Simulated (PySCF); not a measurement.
Compound: C2H3Cl3Si.
Structure used (PBE0-D3(BJ)/def2-SVP), in Å, numbered top down from 1:
```xyz
9
C2H3Cl3Si angstrom
C      0.930    0.263    0.092
C     -0.033   -0.636    0.319
Si    -1.804   -0.355   -0.101
Cl    -2.068    1.508   -0.921
Cl    -2.971   -0.522    1.577
Cl    -2.454   -1.757   -1.449
H      1.974    0.063    0.353
H      0.712    1.234   -0.365
H      0.220   -1.600    0.778
```

Theory: TDDFT B3LYP/def2-SVPD, vertical, gas phase, core orbitals frozen in the response in PySCF 2.14.0, density-fitted response routines.

Transition dipole moments from the ground state, in atomic units and in the frame of the coordinates above (overall signs are arbitrary), for the states with f of 0.002 or more among the lowest 6:

```csv
state,E (hartree),μx,μy,μz
S1,0.2392,-0.028,0.072,0.162
S2,0.2423,-0.093,0.131,-0.077
S3,0.2469,1.101,0.355,0.033
S6,0.2685,0.904,0.428,-0.040
```

(1) What oscillator strength does each state have?

(2) What angle do the transition dipoles of S3 and S6 make?

(3) What peak molar absorption coefficient would the strongest computed level give as a lone Gaussian band 0.3 eV wide at half height?

Answers

(1) f = (2/3) ΔE |μ|² with ΔE in hartree (27.2114 eV).

```tsv
state	|μ|² (au)	|μ| (D)	f
S1	0.032	0.46	0.005
S2	0.032	0.45	0.005
S3	1.340	2.94	0.221
S6	1.002	2.54	0.179
```

(2) |cos θ| = |μa·μb| / (|μa| |μb|) = 0.99, so θ ≈ 8° (taken between 0 and 90°, since the signs are arbitrary).

(3) ε(max) = 2.175×10⁸ f / FWHM, with the width in cm⁻¹. S3: 2.175×10⁸ × 0.2205 / 2420 ≈ 20000 L mol⁻¹ cm⁻¹.
